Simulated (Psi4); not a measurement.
Pb (SMILES [Pb]), triplet (core potentials on Pb); WB97X-V/def2-SVPD run with Psi4 1.11.

Here is a job for Psi4.
```
memory 2 GB

molecule {
0 3
  Pb    0.00000000    0.00000000    0.00000000
}

set basis def2-svpd
set reference uks

energy('wb97x-v')
print_variables()
```

Output, abridged:

```
   => Loading Basis Set <=

    Name: DEF2-SVPD
    Role: ORBITAL
    Keyword: BASIS

    !!!  WARNING: ECP capability is in beta. Please check occupations closely.  !!!

         ---------------------------------------------------------
                                   SCF
               by Justin Turney, Rob Parrish, Andy Simmonett
                          and Daniel G. A. Smith
                              UKS Reference
         ---------------------------------------------------------

  ==> Geometry <==

    Molecular point group: d2h
    Geometry (in Angstrom), charge = 0, multiplicity = 3:

       Center              X                  Y                   Z               Mass
    ------------   -----------------  -----------------  -----------------  -----------------
         PB           0.000000000000     0.000000000000     0.000000000000   207.976652500000

  Running in d2h symmetry.

  Rotational constants: A = ************  B = ************  C = ************ [cm^-1]
  Rotational constants: A = ************  B = ************  C = ************ [MHz]
  Nuclear repulsion =    0.000000000000000

  Charge       = 0
  Multiplicity = 3
  Electrons    = 22
  Nalpha       = 12
  Nbeta        = 10

  ==> Algorithm <==

  SCF Algorithm Type is DF.
  DIIS enabled.
  MOM disabled.
  Fractional occupation disabled.
  Guess Type is CORE.
  Energy threshold   = 1.00e-06
  Density threshold  = 1.00e-06
  Integral threshold = 1.00e-12

  ==> Primary Basis <==

  Basis Set: DEF2-SVPD
    Blend: DEF2-SVPD
    Number of shells: 12
    Number of basis functions: 32
    Number of Cartesian functions: 35
    Spherical Harmonics?: true
    Max angular momentum: 2

  Core potential: DEF2-SVPD
    Number of shells: 4
    Number of ECP primitives: 18
    Number of ECP core electrons: 60
    Max angular momentum: 3

  ==> DFT Potential <==

   => LibXC <=

    Version 7.1.2
    S. Lehtola, C. Steigemann, M. J. T. Oliveira, and M. A. L. Marques,  SoftwareX 7, 1–5 (2018) (10.1016/j.softx.2017.11.002)

   => Composite Functional: WB97X-V <=

    wB97X-V Hyb-GGA Exchange-Correlation Functional

    N. Mardirossian and M. Head-Gordon,  Phys. Chem. Chem. Phys. 16, 9904–9924 (2014) (10.1039/C3CP54374A)

    Deriv               =              1
    GGA                 =           TRUE
    Meta                =          FALSE

    Exchange Hybrid     =           TRUE
    MP2 Hybrid          =          FALSE

   => Exchange-Correlation Functionals <=

[...]
   @S   Observed:                1.000000000E+00

    Orbital Energies [Eh]
    ---------------------

    Alpha Occupied:

[...]
    Alpha Virtual:

[...]
    Beta Occupied:

[...]
       4Ag    -0.531347

    Beta Virtual:

[...]
      11Ag    56.512697

    Final Occupation by Irrep:
             Ag   B1g   B2g   B3g    Au   B1u   B2u   B3u
    DOCC [     4,    1,    1,    1,    0,    1,    1,    1 ]
    SOCC [     0,    0,    0,    0,    0,    1,    0,    1 ]
    NA   [     4,    1,    1,    1,    0,    2,    1,    2 ]
    NB   [     4,    1,    1,    1,    0,    1,    1,    1 ]

  @DF-UKS Final Energy:  -192.79690684046358

   => Energetics <=

    Nuclear Repulsion Energy =              0.0000000000000000
    One-Electron Energy =                -336.0303353920102154
    Two-Electron Energy =                 153.8553635297214726
    DFT Exchange-Correlation Energy =     -10.7066799715124130
    Empirical Dispersion Energy =           0.0000000000000000
    VV10 Nonlocal Energy =                  0.0847449933375839
    Total Energy =                       -192.7969068404635777

  UHF NO Occupations:
  HONO-2 :    4 Ag 1.9984545
  HONO-1 :    2B3u 1.0000000
  HONO-0 :    2B1u 1.0000000
  LUNO+0 :    5 Ag 0.0015455
  LUNO+1 :    6 Ag 0.0001426
  LUNO+2 :    2B2g 0.0001426
  LUNO+3 :    2B3g 0.0000427

Computation Completed

Properties will be evaluated at   0.000000,   0.000000,   0.000000 [a0]

Properties computed using the SCF density matrix

 Multipole Moments:

 ------------------------------------------------------------------------------------
     Multipole            Electronic (a.u.)      Nuclear  (a.u.)        Total (a.u.)
 ------------------------------------------------------------------------------------

 L = 1.  Multiply by 2.5417464519 to convert [e a0] to [Debye]
 Dipole X            :          0.0000000            0.0000000            0.0000000
 Dipole Y            :          0.0000000            0.0000000            0.0000000
 Dipole Z            :          0.0000000            0.0000000            0.0000000
 Magnitude           :                                                    0.0000000

 ------------------------------------------------------------------------------------

  Variable Map:
  ----------------------------------------------------------------------------
[...]
  Array Variable Map:
  ----------------------------------------------------------------------------
[...]
[...]
```
